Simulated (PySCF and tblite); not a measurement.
The numbers below are computed, except where a source is named.
C₅H₆OS, numbered as in [CH3:1][O:2][c:3]1[cH:4][cH:5][cH:6][s:7]1.

Conformers came from 60 starts (ETKDG and KDG, MMFF94s, GFN2-xTB); geometries are GFN2-xTB. Energies: PBE0-D3(BJ)/def2-SVP (IEF-PCM, chloroform), with GFN2-xTB thermal terms (modes under about 100 cm⁻¹ blended into free rotors). Symmetry numbers and mirror images are counted. Conformers within 3 kcal/mol (GFN2-xTB free energy) were kept, 5 at most. GIAO shieldings: KT2/pcSseg-1 (IEF-PCM, chloroform). Shifts are against TMS (¹H), TMS (¹³C) at the same level. Run with PySCF (density fitting) and tblite.

Torsions listed: C1–O2–C3–S7.

```csv
conformer,shape,symmetry,E(GFN2) kcal/mol,E(DFT) kcal/mol
1,180°,Cs,1.33,0.00
2,0°,Cs,0.00,0.34
```

(1) How much do the weights at 298.15 K and the averaged shift of H4 depend on how the conformers are weighted?

Answers

(1) 
| weighting | 1 (%) | 2 (%) | δ (ppm) | rms dipole (D) |
| --- | --- | --- | --- | --- |
| DFT energy with thermal terms, symmetry and mirror images (full scheme) | 61 | 39 | 6.19 | 1.94 |
| DFT energy with symmetry and mirror images | 64 | 36 | 6.18 | 1.96 |
| bare DFT energy | 64 | 36 | 6.18 | 1.96 |
| GFN2-xTB energy with symmetry and mirror images | 10 | 90 | 6.36 | 1.40 |
| GFN2-xTB free energy | 9 | 91 | 6.36 | 1.39 |
| leading conformer alone | 100 | 0 | 6.07 | 2.26 |
| equal weights | 50 | 50 | 6.23 | 1.83 |

The largest departure from the full scheme, 0.17 ppm, comes with: GFN2-xTB free energy.
